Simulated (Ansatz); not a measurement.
Calculated with Ansatz (gas phase, PBE0-D4/def2-TZVP geometries, no zero-point term in ΔE). CCSD(T)/CBS is the MP2 limit (def2-TZVPP, def2-QZVPP) plus CCSD(T) − MP2 in def2-TZVPP, frozen cores. This one scheme is used for every species. Functionals use def2-TZVPP. For Ge outer-core shells are correlated without core-valence functions, which leaves a few kJ/mol of doubt a bond. Scalar relativity is left out up to krypton. Each species was taken in one conformer, which may not be the lowest.

`O[SiH](O)[NH][GeH3]` + `O[SiH2]O` → `O[SiH2][O][GeH3]` + `N[SiH](O)O`  (ligand exchange at a Ge–N bond)

Question: Is it downhill or uphill in electronic energy at CCSD(T)/CBS, and by how much? (An estimate is asked.)

Answer: The calculation gave: Downhill: ΔE = -5.9 kcal/mol.

Question: What do these levels give: r2SCAN-D4, ωB97X-V, ωB97M-V, MP2/def2-TZVPP, SCS-MP2/def2-TZVPP, CCSD/CBS(def2)? (Estimate.)

Answer: Computed: r2SCAN-D4 -6.5, ωB97X-V -6.5, ωB97M-V -6.2, MP2/def2-TZVPP -5.9, SCS-MP2/def2-TZVPP -6.6, CCSD/CBS(def2) -6.1 kcal/mol.

Largest T1 diagnostic among the species: 0.012.

In def2-TZVPP, CCSD(T) changes the Hartree–Fock value by +2.3 kcal/mol (the triples alone add +0.2 kcal/mol) and MP2 by +2.5 kcal/mol.
